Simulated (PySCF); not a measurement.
From computed data to an observable: chemical shift, span and skew from a shielding tensor

C2H6GeO3, SMILES C[C](=O)[GeH]([OH])[OH]. Atoms are numbered in the order given.

```xyz
12

C      2.2072    -0.7543     0.3199
C      1.3167     0.1523    -0.4744
O      1.7131     0.9458    -1.2929
Ge    -0.6508     0.0668    -0.1316
O     -1.1104     1.1021     1.2428
O     -0.9557    -1.5895     0.4242
H      1.8491    -1.7927     0.2412
H      3.2496    -0.6634    -0.0160
H      2.1289    -0.4828     1.3862
H     -1.4786     0.4646    -1.3714
H     -1.4696     1.9545     0.9752
H     -1.7719    -1.6723     0.9298
```
Charge 0, spin multiplicity 1.

Coordinates come from a PBE0-D3(BJ)/def2-SVP optimisation. The structure was generated by enumeration, and PubChem lists no compound with its InChIKey, so it may never have been made. One conformer was computed; it need not be the lowest.

GIAO shieldings from KT2/pcSseg-1 in PySCF, non-relativistic, no solvent. The symmetric part of the tensor of C2 has the principal values -93.8, -85.2, 79.9 ppm. The same nucleus in TMS has σ = 185.1 ppm at this level (PySCF, at its B3LYP-D3(BJ)/def2-TZVP geometry).

**Question.** Work out the isotropic shielding, the ¹³C shift against TMS, the span and the skew.

**Answer.** 
σ(iso) = (σ11 + σ22 + σ33)/3 = -33.0 ppm. δ = σ(ref) − σ(iso) = 185.1 − (-33.0) = 218.1 ppm.
Span Ω = σ33 − σ11 = 173.7 ppm. Skew κ = 3(σ(iso) − σ22)/Ω = 0.90. Tumbling in solution averages the tensor to δ; in a static solid the shielding alone would spread this spin-1/2 line over Ω.
